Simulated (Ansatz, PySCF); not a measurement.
Molecule: sum formula GeOF, charge 0, multiplicity 2. It need not be the lowest isomer of its formula. 
Coordinates optimised at B3LYP-D3(BJ)/def2-TZVP (Ansatz, a first-principles code):
```
Ge
O 1 1.6937
F 1 1.7557 2 115.03
```
Charge 0, spin multiplicity 2.

Wanted: vertical ionisation energy (to the triplet state of charge +1; each state is the SCF solution reached for its spin; for the doublet T1 is 0.091), in eV. Valence correlation only, unless marked. Open shells are spin-unrestricted. No spin-orbit coupling. Frozen are the shells of the preceding noble gas and the d and f shells that filled before the atom's block. No relativistic terms. CBS marks a two-point X^-3 extrapolation of the correlation energy; Hartree-Fock from the larger set. [CCSD(T)-MP2]/basis is that difference in the basis named.

```csv
level,program,vertical ionisation energy (eV)
HF/aug-cc-pVDZ,Ansatz,9.92
CAM-B3LYP/def2-TZVPD,Ansatz,11.42
wB97M-V/def2-TZVPD,Ansatz,11.26
wB97X-V/def2-TZVPD,Ansatz,11.27
B2PLYP/def2-TZVPD,Ansatz,11.24
MP2/aug-cc-pVDZ,Ansatz,10.70
RI-MP2/aug-cc-pVTZ,Ansatz,10.79
SCS-MP2/aug-cc-pVDZ,Ansatz,10.71
CCSD(T)/aug-cc-pVDZ,Ansatz,11.18
"RI-MP2/CBS(aug-cc-pVTZ,aug-cc-pVQZ)+[CCSD(T)-MP2]/aug-cc-pVTZ",Ansatz,11.36
```

For comparison, minus the highest occupied orbital energy (PySCF): 7.90 eV at r2SCAN/def2-TZVPD, 7.59 eV at TPSS/def2-TZVPD, 10.99 eV at HF/def2-TZVPD.
